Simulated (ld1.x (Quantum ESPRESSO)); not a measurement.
Logarithmic derivatives: Pb, TM

- Element: Pb (Z = 82)
- Generator: ld1.x (Quantum ESPRESSO) 7.5
- Type: norm-conserving Troullier–Martins (Kleinman–Bylander form)
- Functional: Wu–Cohen
- Relativity: scalar-relativistic
- Frozen core: [Kr] 4d10 4f14
- Valence charge: 22
- Reference configuration: 5s2 5p6 5d10 6s2 6p2
- Partial waves: 5s (bound): rc 1.50 bohr; 5p (bound): rc 1.55 bohr; 5d (bound): rc 1.10 bohr
- Local potential: the d channel
- Core correction: a·sin(br)/r model core inside 0.75 bohr

Occupied shells without a wave of their own: 6p, 6s. They enter only through the test configuration that unscreens the potential, and ld1.x also counts them in the model core charge.

The phase is arctan(r·u′/u) with u = r·R(r), unwrapped; energies in Ry, scanned from -13 to 5 Ry. A pole is an energy at which the radial function vanishes at the test radius. The pseudo phase is shifted by a multiple of π to meet the all-electron one at the reference energy, and phase errors are pseudo minus all-electron; the curves can meet again beyond the range given. Levels narrower than the energy grid can be missing from the lists of poles.

```
channel  radius (bohr)  reference energy (Ry)  poles, all-electron  poles, pseudo  unbroken range about the reference energy with phases within 0.05 rad  phase error 1 Ry above the reference energy (rad)
      s           1.69                 -10.60               -10.34         -10.34                                                             below -1.5                                             +0.001
      p           1.69                  -6.31                -5.65          -5.65                                                              below 2.3                                             +0.001
      d           1.69                  -1.55                 0.33           0.32                                                        the whole range                                             -0.000
```

The potential misses its own reference levels by up to 0.7 eV. ld1.x takes every shell without a wave as core, so the model core holds the 6p, 6s electrons as well and exchange and correlation see them twice. This cancels in the reference configuration, but the file is broken for other ones, and its errors say nothing about a proper core correction.

Phases in the s channel:

| E (Ry) | all-electron | pseudo |
| --- | --- | --- |
| -13.00 | 1.349 | 1.349 |
| -12.52 | 1.331 | 1.332 |
| -12.04 | 1.304 | 1.305 |
| -11.56 | 1.245 | 1.247 |
| -11.08 | 0.994 | 0.997 |
| -10.60 | -1.358 | -1.358 |
| -10.12 | -1.635 | -1.634 |
| -9.64 | -1.697 | -1.696 |
| -9.16 | -1.728 | -1.726 |
| -8.68 | -1.748 | -1.747 |
| -8.20 | -1.765 | -1.763 |
| -7.72 | -1.780 | -1.777 |
| -7.24 | -1.794 | -1.791 |
| -6.76 | -1.808 | -1.805 |
| -6.28 | -1.823 | -1.819 |
| -5.80 | -1.840 | -1.835 |
| -5.32 | -1.858 | -1.852 |
| -4.84 | -1.879 | -1.872 |
| -4.36 | -1.903 | -1.894 |
| -3.88 | -1.931 | -1.920 |
| -3.40 | -1.965 | -1.951 |
| -2.92 | -2.008 | -1.988 |
| -2.44 | -2.062 | -2.036 |
| -1.96 | -2.133 | -2.097 |
| -1.48 | -2.230 | -2.179 |
| -1.00 | -2.368 | -2.292 |
| -0.52 | -2.571 | -2.454 |
| -0.04 | -2.866 | -2.693 |
| 0.44 | -3.245 | -3.025 |
| 0.92 | -3.623 | -3.412 |
| 1.40 | -3.918 | -3.757 |
| 1.88 | -4.121 | -4.010 |
| 2.36 | -4.260 | -4.184 |
| 2.84 | -4.357 | -4.304 |
| 3.32 | -4.428 | -4.390 |
| 3.80 | -4.483 | -4.455 |
| 4.28 | -4.526 | -4.505 |
| 4.76 | -4.560 | -4.545 |
